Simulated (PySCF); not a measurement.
**Electron correlation in Ar(2+) (argon, charge +2)**

[Ne] 3s2 3p3 3d1, high-spin 5D determinant (an excited configuration). Calculation: PySCF 2.14, in x2c-TZVPPall with one added diffuse shell each of s, p, d type (6s6p4d1f, 51 functions); scalar relativity by spin-free X2C-1e. Frozen: [Ne]; 6 electrons correlated.

```json
{"level": "CCSD", "correlation energy (mhartree)": "-128.48"}
{"level": "(T)", "correlation energy (mhartree)": "-2.86"}
{"level": "CCSD(T)", "correlation energy (mhartree)": "-131.34"}
```

Diagnostics: T1 = 0.0029, D1 = 0.0058, largest double amplitude 0.054.

The outer electron is Rydberg-like, and this basis confines it to a smaller radius and binds it less than a complete one would.

Cost of the coupled-cluster step: about 1.8 core-seconds, for 6 correlated electrons.
